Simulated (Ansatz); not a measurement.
A made-up structure of BSiH3SO, singlet:

```
7
angstrom
O -1.0547 1.4891 -0.9986
B -0.5251 0.3643 -0.4932
Si 0.6595 -0.6884 0.6218
S -0.8547 -1.3703 -0.7814
H 1.7460 -1.4744 1.0889
H 0.3863 -1.0319 2.0389
H 2.0499 -1.0512 0.2531
```

It is relaxed with PBE-D4/def2-SVP and then PBE0-D4/def2-TZVP (Ansatz 0.2.0). Atoms count as bonded within 1.22 times the sum of their covalent radii (H–H: 0.88 Å). The end point is not checked to be a true minimum.

Problem. Does its bonding change? (A judgement: the text doesn't fix the answer.)

Solution. By the calculation: Yes. Formed: H5–H7; broken: B2–Si3, Si3–H5, Si3–H7.

Where it ends: The first stage lowers the energy by 2.77 eV in 18 steps. It ends as a complex of BSiHSO ([O][B][S][SiH]) + H₂:
```
7
angstrom
O -1.0252 1.5369 -1.6409
B -0.9713 0.5027 -1.0213
Si 0.5166 -0.3273 1.3835
S -0.9015 -1.0176 -0.1362
H 2.0460 -1.7394 0.6274
H 0.4516 -1.6830 2.0725
H 2.2908 -1.0351 0.4443
```

Labels in which every atom is bracketed show which atoms are joined, not bond orders.

For scale, one of the runs: PBE0-D4/def2-TZVP relaxation, 154 basis functions, launched by `ansatz run in.yaml --threads 2 --pin off --events-out ev --progress --plain --max-ram 4352MiB`. Hardware: 2 CPU threads of an Arm Neoverse V2, shared host. Wall time about 27 s.
